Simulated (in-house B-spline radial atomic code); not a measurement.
Mo²⁺ is squeezed into an impenetrable sphere of radius R (the orbitals vanish at R). Method: Dirac-Hartree-Fock, average of configuration, Fermi nucleus of rms radius 4.4091 fm. Calculated with a radial B-spline atomic code at the basis-set limit.

Energies in eV above the free ion in [Kr] 4d4:

```json
{"R (bohr)": "8.56", "highest level (eV)": "-26.1", "[Kr] 4d4": "0.0001305", "[Kr] 4d3 4f1": "18.03", "[Ar] 3d9 4s2 4p6 4d4 4f1": "249.9"}
{"R (bohr)": "6.12", "highest level (eV)": "-26.1", "[Kr] 4d4": "0.02797", "[Kr] 4d3 4f1": "20.49", "[Ar] 3d9 4s2 4p6 4d4 4f1": "252.4"}
{"R (bohr)": "4.9", "highest level (eV)": "-25.8", "[Kr] 4d4": "0.3389", "[Kr] 4d3 4f1": "24.23", "[Ar] 3d9 4s2 4p6 4d4 4f1": "256"}
{"R (bohr)": "3.92", "highest level (eV)": "-24.6", "[Kr] 4d4": "2.336", "[Kr] 4d3 4f1": "31.43", "[Ar] 3d9 4s2 4p6 4d4 4f1": "262.8"}
{"R (bohr)": "3.53", "highest level (eV)": "-23.3", "[Kr] 4d4": "5.083", "[Kr] 4d3 4f1": "37.22", "[Ar] 3d9 4s2 4p6 4d4 4f1": "268.3"}
{"R (bohr)": "3.14", "highest level (eV)": "-20.8", "[Kr] 4d4": "11.41", "[Kr] 4d3 4f1": "47.32", "[Ar] 3d9 4s2 4p6 4d4 4f1": "278"}
{"R (bohr)": "2.42", "highest level (eV)": "-7.38", "[Kr] 4d4": "59.5", "[Kr] 4d3 4f1": "104.7", "[Ar] 3d9 4s2 4p6 4d4 4f1": "334.8"}
{"R (bohr)": "2.32", "highest level (eV)": "-3.53", "[Kr] 4d4": "76.44", "[Kr] 4d3 4f1": "123.2", "[Ar] 3d9 4s2 4p6 4d4 4f1": "353.3"}
{"R (bohr)": "1.82", "highest level (eV)": "35", "[Kr] 4d4": "291.9", "[Kr] 4d3 4f1": "345.6", "[Ar] 3d9 4s2 4p6 4d4 4f1": "581.2"}
{"R (bohr)": "1.42", "highest level (eV)": "124", "[Kr] 4d4": "962.8", "[Kr] 4d3 4f1": "1012", "[Ar] 3d9 4s2 4p6 4d4 4f1": "1279"}
```

(1) Does [Kr] 4d3 4f1 fall below [Kr] 4d4 under compression?

(2) Does [Ar] 3d9 4s2 4p6 4d4 4f1 fall below [Kr] 4d4 under compression?

The highest level is first positive in the row R = 1.82 bohr, pushed up by confinement above the zero of the free ion's potential. Each configuration is held fixed and needn't be the lowest in the sphere.

Answers

(1) No, it stays above over the whole range.

(2) No, it stays above over the whole range.
